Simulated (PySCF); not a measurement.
**Question.** What does the PBE0-D3(BJ)/def2-SVP structure of InChI=1S/B2H5NO/c1-4-2-3/h2H,1,3H2 look like in three dimensions?

**Answer.** 
Z-matrix in Å and degrees, rows numbered from 1:
```
B 
O   1  1.3491
B   2  1.3890  1  126.67
N   3  1.3910  2  118.01  1   176.07
H   1  1.2145  2  120.50  3     0.42
H   1  1.2112  2  117.73  3  -179.50
H   3  1.2101  2  121.02  1    -3.90
H   4  1.0095  3  122.89  2  -179.65
H   4  1.0125  3  122.24  2    -0.41
```

N4 (boron-bound nitrogen) is planar (angles 122.9°, 122.2° and 114.9°, sum 360.0°, 0.00 Å off the plane of its three neighbours). The B–O distances run from 1.349 Å (B1–O2, drawn single) to 1.389 Å (O2–B3, drawn single), a spread of 0.040 Å. The 4 heavy atoms lie in one plane (0.019 Å rms). B3 (three-coordinate boron) is planar (angles 121.0°, 121.0° and 118.0°, sum 360.0°, 0.00 Å off the plane of its three neighbours).

Method: PBE0-D3(BJ)/def2-SVP geometry optimisation, gas phase (PySCF).

Point group: near Cs, missed by 0.13 Å at most; the miss may be what the optimiser left on a soft mode. PBE0-D3(BJ)/def2-SVP frequencies: not computed here. The numbers are those of one conformer (H–B1–O2–B3 0° and -179°, B1–O2–B3–N4 176°).
